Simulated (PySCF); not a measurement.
BCl, SMILES [B]Cl (connectivity only; charge and spin as stated), charge +1, multiplicity 2.

Geometry optimised at B3LYP-D3(BJ)/def2-TZVPD.

Two levels are set side by side: PBE/def2-TZVPD (PySCF) and CAM-B3LYP/def2-TZVPD (PySCF). Same geometry, gas phase. Differences are taken from unrounded values.

```
quantity                     CAM-B3LYP
---------------------------  ---------
α-spin orbital gap (eV)          10.11
β-spin orbital gap (eV)           9.34
mean polarisability (bohr³)       20.1
```

Question: What does PBE give, and how far is it from CAM-B3LYP? (An estimate is asked for; the answer gives what the named calculation found.)

Answer: 
| quantity | PBE | PBE minus CAM-B3LYP |
|---|---|---|
| α-spin orbital gap (eV) | 4.70 | -5.41 |
| β-spin orbital gap (eV) | 4.78 | -4.56 |
| mean polarisability (bohr³) | 20.4 | 0.3 |

Rough cost on one machine, each run with all the roots and properties that it gave: CAM-B3LYP against PBE within a factor of 2.
